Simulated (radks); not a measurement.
All-electron atom: the strontium ion Sr2+ in [Kr]. Calculated with a radial shooting solver on a logarithmic mesh with Libxc functionals: scalar-relativistic Kohn-Sham, exchange-only PBE, spin-polarised, spherical densities, point nucleus.

Unscreened Slater integrals over Kohn-Sham orbitals (hartree). They are taken over the spin-up orbitals. Empty in this configuration: 5s.

integral       value
F0(4p,4p)    0.57939
F2(4p,4p)    0.30374
F0(4p,4s)    0.61748
G1(4p,4s)    0.41418
F0(4p,3d)    0.75453
F2(4p,3d)    0.16288
G1(4p,3d)   0.052896
G3(4p,3d)   0.049956
F0(4p,3p)    0.75439
F2(4p,3p)    0.16205
G0(4p,3p)   0.040356
G2(4p,3p)   0.047356
F0(4p,5s)    0.31360
G1(4p,5s)   0.027507
F0(4s,4s)    0.66517
F0(4s,3d)    0.84902
G2(4s,3d)   0.070294
F0(4s,3p)    0.84896
G1(4s,3p)   0.061678
F0(4s,5s)    0.31885
G0(4s,5s)   0.016600
F0(3d,3d)     1.8341
F2(3d,3d)    0.89026
F4(3d,3d)    0.56269
F0(3d,3p)     1.8107
F2(3d,3p)    0.87290
G1(3d,3p)     1.0401
G3(3d,3p)    0.65206
F0(3d,5s)    0.34173
G2(3d,5s)  0.0087147
F0(3p,3p)     1.8088
F2(3p,3p)    0.90883
F0(3p,5s)    0.34171
G1(3p,5s)  0.0080078
F0(5s,5s)    0.25348
